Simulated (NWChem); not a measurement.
**Polarisability of isocyanic acid (CHNO)**

```
C
O 1 1.1649
N 1 1.2104 2 172.97
H 3 1.0086 1 128.31 2 180.00
```
Charge 0, spin multiplicity 1.

The numbers come from NWChem runs, not from measurements. All single points use one geometry, from PBE0/def2-SVP, a minimum by its harmonic frequencies.

Basis set: 6-31G*. The field's frequency is 0.0428 Ha (1065 nm). This basis has no diffuse functions, which lowers polarisabilities.

B3LYP has NWChem's definition, with VWN1-RPA local correlation. The Pople sets run with spherical d functions.

**Question.** Order these methods by the isotropic polarisability they give, lowest first: PBE, HF, B3LYP, BHandHLYP.

**Answer.** HF (15.75 bohr³), BHandHLYP (16.03 bohr³), B3LYP (16.24 bohr³), PBE (16.42 bohr³)
